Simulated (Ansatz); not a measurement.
Isolated molecules relaxed with PBE0-D4/def2-TZVP in Ansatz; ΔE leaves out vibrations. CCSD(T)/CBS is the MP2 limit (def2-TZVPP, def2-QZVPP) plus CCSD(T) − MP2 in def2-TZVPP, frozen cores. Functionals use def2-TZVPP. B3LYP here is the variant with VWN-RPA as its local correlation; programs differ in this. Elements past krypton have def2 core potentials. For Sn outer-core shells are correlated without core-valence functions, which leaves a few kJ/mol of doubt a bond. Each species was taken in one conformer, which may not be the lowest.

Consider the ligand exchange at the Si–C bond: `CC(Cl)[SiH2]N` + `[OH][SnH3]` → `N[SiH2][O][SnH3]` + `CCCl`.

CCSD(T)/CBS gives -136.1 kJ/mol.

Question: Another level gave -120.9 kJ/mol. Which?
A. B3LYP/def2-TZVPP
B. PBE0/def2-TZVPP
C. r2SCAN-D4/def2-TZVPP
D. PBE-D4/def2-TZVPP

Answer: D. PBE-D4 -120.9, B3LYP -138.2, r2SCAN-D4 -133.8, PBE0 -129.3 kJ/mol.

Largest T1 diagnostic among the species: 0.014.

In def2-TZVPP, CCSD(T) changes the Hartree–Fock value by +21.4 kJ/mol (the triples alone add +3.1 kJ/mol) and MP2 by +21.5 kJ/mol. From PBE to PBE0 (25 % exact exchange), in def2-TZVPP and without D4, ΔE moves by −6.3 kJ/mol. The D4 term adds +3.3 kJ/mol with B3LYP and +1.9 kJ/mol with PBE0; it sums over pairs of atoms, weighted by their polarisabilities, and B3LYP, whose exchange is more repulsive, gets the larger term.
